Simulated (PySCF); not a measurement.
## Computed properties of C3H7BFNO, SMILES O(B(F)N)/C=C/C

C3H7BFNO, SMILES C/C=C/OB(N)F. Coordinates come from a r2SCAN-D4/def2-SVP optimisation. The structure was generated by enumeration; whether it is a known compound was not checked. One conformer was computed; it need not be the lowest. All values are computed for the isolated molecule unless a solvent is named; none is compared with measurement here.

**Structure.** The optimised structure has Cs symmetry. All 36 harmonic modes at r2SCAN-D4/def2-SVP (PySCF) are real, so it is a minimum. With heavy atoms numbered as in [CH3:1]/[CH:2]=[CH:3]/[O:4][B:5]([NH2:6])[F:7], the shortest bond between them is C2–C3 at 1.339 Å and the longest C1–C2 at 1.494 Å.

**Vibrations.** The strongest infrared lines (harmonic, unscaled, degenerate partners summed) lie at 1439 cm⁻¹ (564 km/mol, B 48 %, H 36 %, O 13 %), 1599 cm⁻¹ (509 km/mol, H 51 %, N 24 %, B 23 %), 1415 cm⁻¹ (290 km/mol, B 52 %, H 23 %, O 8 %, F 8 %). The softest mode is at 71 cm⁻¹ and the zero-point energy is 68.4 kcal/mol.

**Electronic structure.** HF/def2-TZVP (PySCF) places the frontier levels at -9.03 and 3.30 eV, a gap of 12.33 eV, and gives a dipole moment of 1.17 D and a mean polarisability of 59.5 bohr³. PBE/def2-TZVP (PySCF) at the same geometry gives -5.30 and -0.28 eV, so its gap is 7.31 eV narrower. An orbital gap is neither the optical nor the fundamental gap.

**Excitations.** TDA-M06-2X/def2-SVPD (PySCF) has S1 at 6.13 eV (202 nm, f = 0.017, weak); the most intense of the 6 singlets computed lies at 7.28 eV (f = 0.77). T1 (TDA) is at 4.47 eV, 1.66 eV under S1. TDA-PBE/def2-SVPD (PySCF) puts S1 at 5.04 eV. No vertical singlet excitation falls in the visible range (under 3.1 eV).

**NMR.** GIAO shifts at KT2/pcSseg-1 (PySCF) (non-relativistic, atoms alike by connectivity averaged): ¹³C from 17.4 to 139.9 ppm against TMS; ¹H from 2.0 to 7.2 ppm against TMS; ¹⁹F at -184.1 ppm against CFCl3; ¹¹B at 5.9 ppm against BF3.
